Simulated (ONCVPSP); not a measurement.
## Transferability test, ONCV potential for Mo (Z = 42)

```json
{"Element": "Mo (Z = 42)", "Generator": "ONCVPSP 4.0.1", "Type": "optimised norm-conserving Vanderbilt (ONCV)", "Functional": "PBE", "Relativity": "fully relativistic", "Frozen core": "[Ar] 3d10", "Valence charge": "14", "Reference configuration": "4s2 4p6 4d4 (charge +2)", "Partial waves": "4s: rc 1.90 bohr, ncon 4, nbas 7, qcut 8 1/bohr, 3 projectors, debl 0.7 Ha; 4p: rc 2.05 bohr, ncon 5, nbas 8, qcut 5.4 1/bohr, 1 projector; 4d: rc 1.60 bohr, ncon 4, nbas 7, qcut 6.3 1/bohr, 2 projectors, debl 1 Ha", "Local potential": "polynomial inside 1.45 bohr (lpopt 3, dvloc0 6 Ha)", "Core correction": "Teter function fitted to the true core (icmod 2), fcfact 0.65"}
```

Open shells are filled in proportion to 2j + 1.

In the s channel the program set the typed energies aside and used -3.040, 0.050, 0.750 Ha.

Energies are relative to the spin-unpolarised reference configuration 4s2 4p6 4d4; without spin polarisation the order of configurations can differ from experiment.

```tsv
valence configuration	charge	ΔE all-electron (eV)	error AE − PS (meV)
4s2 4p6 4d5	+1	-15.461	+0.2
4s2 4p6 4d3	+3	26.741	+3.4
```

Q: What are ΔE and the potential's error for 4s2 4p6 4d5.5 5s0.5?

A: ΔE = -22.072 eV all-electron; the error (AE − PS) is +0.3 meV.

Q: What are ΔE and the potential's error for 4s2 4p6 4d5 5s1?

A: ΔE = -22.352 eV all-electron; the error (AE − PS) is +0.1 meV.

Levels in the configuration 4s2 4p6 4d3:

```csv
level,all-electron (eV),pseudo (eV)
4s j=1/2,-96.262,-96.231
4p j=3/2,-69.180,-69.162
4p j=1/2,-71.763,-71.740
4d j=5/2,-32.786,-32.777
4d j=3/2,-33.073,-33.063
```
